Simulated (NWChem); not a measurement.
System: C2H2F, doublet; SMILES [CH]=CF

NWChem printed, in part:

```
             Northwest Computational Chemistry Package (NWChem) 7.3.0
             --------------------------------------------------------

 CS  symmetry detected

                             Geometry "geometry" -> ""
                             -------------------------

 Output coordinates in angstroms (scale by  1.889725989 to convert to a.u.)

  No.       Tag          Charge          X              Y              Z
 ---- ---------------- ---------- -------------- -------------- --------------
    1 C                    6.0000     0.17816735     1.25405024     0.00000000
    2 C                    6.0000    -0.43112807     0.09195189     0.00000000
    3 F                    9.0000     0.20800749    -1.08384884     0.00000000
    4 H                    1.0000     1.16657699     1.70447404     0.00000000
    5 H                    1.0000    -1.52088002    -0.02584727     0.00000000

 Effective nuclear repulsion energy (a.u.)      60.9343136705

      Symmetry information
      --------------------

 Group name             Cs
 Group number              2
 Group order               2
 No. of unique centers     5

  pbe96 is a nonlocal functional; adding pw91lda local functional.

                                 NWChem DFT Module
                                 -----------------

 Summary of "ao basis" -> "ao basis" (spherical)
 ------------------------------------------------------------------------------
       Tag                 Description            Shells   Functions and Types
 ---------------- ------------------------------  ------  ---------------------
 C                          pcseg-1                  6       14   3s2p1d
 F                          pcseg-1                  6       14   3s2p1d
 H                          pcseg-1                  3        5   2s1p

      Symmetry analysis of basis
      --------------------------

        a'         38
        a"         14

            General Information
            -------------------
          SCF calculation type: DFT
          Wavefunction type:  spin polarized.
          No. of atoms     :     5
          No. of electrons :    23
           Alpha electrons :    12
            Beta electrons :    11
          Charge           :     0
          Spin multiplicity:     2
          Use of symmetry is: on ; symmetry adaption is: on
          Maximum number of iterations: 150
          AO basis - number of functions:    52
                     number of shells:    24
          Convergence on energy requested:  1.00D-06
          Convergence on density requested:  1.00D-05
          Convergence on gradient requested:  5.00D-04

              XC Information
              --------------
          PerdewBurkeErnzerhof Exchange Functional  1.000
            Perdew 1991 LDA Correlation Functional  1.000 local
           PerdewBurkeErnz. Correlation Functional  1.000 non-local

             Grid Information
             ----------------
          Grid used for XC integration:  medium
          Radial quadrature: Mura-Knowles
          Angular quadrature: Lebedev.
          Tag              B.-S. Rad. Rad. Pts. Rad. Cut. Ang. Pts.
          ---              ---------- --------- --------- ---------
          C                   0.70       49           8.0       434
          F                   0.50       49           9.0       434
          H                   0.35       45          10.0       434
          Grid pruning is: on
          Number of quadrature shells:   237
          Spatial weights used:  Erf1

      Superposition of Atomic Density Guess
      -------------------------------------

 Sum of atomic energies:        -175.64714257

      Non-variational initial energy
      ------------------------------

 Total energy =    -176.684703
 1-e energy   =    -361.243163
 2-e energy   =     123.624147
 HOMO         =      -0.217885
 LUMO         =       0.054348

   Symmetry analysis of molecular orbitals - initial alpha
   -------------------------------------------------------

  Numbering of irreducible representations:

     1 a'          2 a"

  Orbital symmetries:

     1 a'          2 a'          3 a'          4 a'          5 a'
     6 a'          7 a'          8 a"          9 a'         10 a'
    11 a"         12 a'         13 a"         14 a'         15 a'
    16 a'         17 a'         18 a'         19 a"         20 a'
    21 a'         22 a"

   Symmetry analysis of molecular orbitals - initial beta
   ------------------------------------------------------

  Numbering of irreducible representations:

     1 a'          2 a"

  Orbital symmetries:

     1 a'          2 a'          3 a'          4 a'          5 a'
     6 a'          7 a'          8 a"          9 a'         10 a'
    11 a"         12 a'         13 a"         14 a'         15 a'
    16 a'         17 a'         18 a'         19 a"         20 a'
    21 a'         22 a"

     ---------------------------------------------
      Total Density - Mulliken Population Analysis
     ---------------------------------------------

    Atom       Charge   Shell Charges
 -----------   ------   -------------------------------------------------------
    1 C    6     6.28   2.00  0.83  0.58  1.83  1.02  0.02
    2 C    6     5.63   2.00  0.76  0.40  1.73  0.67  0.07
    3 F    9     9.42   2.00  0.96  0.96  3.52  1.97  0.01
    4 H    1     0.81   0.65  0.14  0.02
    5 H    1     0.86   0.69  0.15  0.02

     --------------------------------------------
      Spin Density - Mulliken Population Analysis
     --------------------------------------------

    Atom       Charge   Shell Charges
 -----------   ------   -------------------------------------------------------
    1 C    6     0.83   0.00  0.03  0.04  0.43  0.34  0.00
    2 C    6     0.08   0.00  0.02  0.01  0.01  0.03  0.02
    3 F    9     0.05   0.00  0.01 -0.00  0.05  0.00  0.00
    4 H    1     0.03   0.02  0.00  0.00
    5 H    1     0.01   0.01  0.00  0.00

   convergence    iter        energy       DeltaE   RMS-Dens  Diis-err
 ---------------- ----- ----------------- --------- --------- ---------
 d= 0,ls=0.0,diis     1   -176.8479971495 -2.38D+02  1.05D-02  1.19D-01
                                                     9.60D-03  1.18D-01
 d= 0,ls=0.0,diis     2   -176.7975906649  5.04D-02  6.14D-03  2.85D-01
                                                     6.19D-03  2.81D-01
 d= 0,ls=0.0,diis     3   -176.8982190455 -1.01D-01  1.78D-03  1.62D-02
                                                     1.51D-03  1.58D-02
 d= 0,ls=0.0,diis     4   -176.9017139761 -3.49D-03  1.08D-03  3.35D-03
                                                     1.11D-03  3.62D-03
 d= 0,ls=0.0,diis     5   -176.9027877080 -1.07D-03  5.45D-04  1.25D-03
                                                     4.13D-04  8.72D-04
  Resetting Diis
 d= 0,ls=0.0,diis     6   -176.9034114141 -6.24D-04  9.56D-05  2.23D-05
                                                     9.90D-05  3.20D-05
 d= 0,ls=0.0,diis     7   -176.9034310830 -1.97D-05  4.64D-05  1.36D-06
                                                     5.40D-05  1.53D-06
 d= 0,ls=0.0,diis     8   -176.9034334624 -2.38D-06  3.07D-05  1.52D-06
                                                     1.52D-05  8.83D-07
 d= 0,ls=0.0,diis     9   -176.9034341239 -6.62D-07  7.65D-06  2.74D-07
                                                     2.41D-05  7.14D-07
 d= 0,ls=0.0,diis    10   -176.9034344412 -3.17D-07  1.93D-05  4.17D-07
                                                     7.63D-06  1.61D-07
 d= 0,ls=0.0,diis    11   -176.9034346886 -2.47D-07  1.32D-06  1.11D-08
                                                     3.17D-06  1.40D-08

         Total DFT energy =     -176.903434688574
      One electron energy =     -362.966980780831
           Coulomb energy =      146.882853769323
    Exchange-Corr. energy =      -21.753621347519
 Nuclear repulsion energy =       60.934313670453

 Numeric. integr. density =       23.000000760432

                  Occupations of the irreducible representations
                  ----------------------------------------------

                     irrep           alpha         beta
                     --------     --------     --------
                     a'               10.0          9.0
                     a"                2.0          2.0

                    DFT Final Alpha Molecular Orbital Analysis
                    ------------------------------------------

 Vector   10  Occ=1.000000D+00  E=-3.327674D-01  Symmetry=a'
              MO Center= -1.2D-01, -5.7D-01, -5.6D-16, r^2= 1.6D+00
   Bfn.  Coefficient  Atom+Function         Bfn.  Coefficient  Atom+Function
  ----- ------------  ---------------      ----- ------------  ---------------
    32      0.537527  3 F  px                35      0.358824  3 F  px
    48      0.276270  5 H  s                 18     -0.224556  2 C  px
    33      0.225412  3 F  py                 5      0.153905  1 C  py
    36      0.151355  3 F  py                 3     -0.145587  1 C  s
    49      0.126696  5 H  s                  4      0.112418  1 C  px

 Vector   11  Occ=1.000000D+00  E=-2.495220D-01  Symmetry=a"
              MO Center= -2.1D-03,  5.5D-01,  8.5D-16, r^2= 1.8D+00
   Bfn.  Coefficient  Atom+Function         Bfn.  Coefficient  Atom+Function
  ----- ------------  ---------------      ----- ------------  ---------------
     6      0.463794  1 C  pz                20      0.356636  2 C  pz
    34     -0.317778  3 F  pz                 9      0.299908  1 C  pz
    37     -0.236310  3 F  pz                23      0.176405  2 C  pz
    25      0.028123  2 C  d -1

[...]
```

Level: PBE/pcseg-1, spin-unrestricted. In the optimisation the excess spin sits in a' (Cs, its own frame). The geometry was optimised at PBE0/def2-SVP, spin-unrestricted. No stability test was run on the SCF state.

### Question
Which NWChem input produces such a log?

### Answer
Several could match; the one computed here: the input that was run:
```
start job
memory heap 200 mb stack 900 mb global 1100 mb
geometry units angstroms noautoz
  C      0.171229     1.262372     0.000000
  C     -0.431031     0.096612     0.000000
  F      0.215200    -1.075304     0.000000
  H      1.156898     1.718762     0.000000
  H     -1.520051    -0.027772     0.000000
end
basis spherical
  * library pcseg-1
end
dft
  odft
  mult 2
  xc xpbe96 cpbe96
  iterations 150
  mulliken
end
task dft energy
```
